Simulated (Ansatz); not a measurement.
`CB(N)N` + H₂ → `CBN` + NH₃ at 600 K and 1 bar (hydrogenolysis of a B–N bond).

Calculated with Ansatz (gas phase, PBE0-D4/def2-TZVP geometries, no zero-point term in ΔE). CCSD(T)/CBS adds triple-zeta CCSD(T) − MP2 to the extrapolated MP2 energy (def2 sets, frozen cores). This one scheme is used for every species. One conformer a species, not always the lowest.

```
 species  CCSD(T)/CBS energy (Eh)  H − E (kJ/mol)  S (J/(mol·K))
`CB(N)N`               -176.57025           305.3          399.3
      H₂                 -1.17544            43.9          150.8
   `CBN`               -121.21267           244.5          338.1
     NH₃                -56.50880           112.4          219.5
```

H − E and S are ideal-gas, rigid-rotor, harmonic terms from PBE0-D4/def2-TZVP, for one conformer and one mirror image of each species. The MP2-based limit puts H₂ 0.8 mEh under its directly extrapolated value; such offsets cancel only in part. 1 Eh = 2625.50 kJ/mol, R = 8.31446 J/(mol·K).

**Question.** By hand: ΔE, ΔH, ΔS and ΔG.

**Answer.** ΔE = (-121.21267) + (-56.50880) − (-176.57025) − (-1.17544) = 0.02422 Eh = 63.6 kJ/mol. Δ(H − E) = 244.5 + 112.4 − 305.3 − 43.9 = 7.7, so ΔH = 71.3 kJ/mol. ΔS = 338.1 + 219.5 − 399.3 − 150.8 = 7.5 J/(mol·K). ΔG = 71.3 − 600 × (7.5)/1000 = 66.8 kJ/mol.

**Question.** By hand: the equilibrium constant, and the temperature at which ΔG would vanish if ΔH and ΔS stayed fixed.

**Answer.** log₁₀ K = −ΔG/(RT ln 10) = -5.8. ΔG = 0 at ΔH/ΔS = 9507 K, far beyond where these terms or the molecules hold.

The number of gas molecules stays the same, so ΔS is small and ΔH decides. A doubt of 5 kJ/mol in ΔE shifts log₁₀ K by 0.4 here. Other conformers and mirror images would add mixing entropy, several J/(mol·K) or more a flexible species. Modes under 60 cm⁻¹, often nearly free rotors, make the harmonic entropy too high. These are equilibria of isolated gas molecules and say nothing of rates. Largest T1 diagnostic: 0.011 (customary marks: 0.02 for closed shells, 0.045 for open ones).
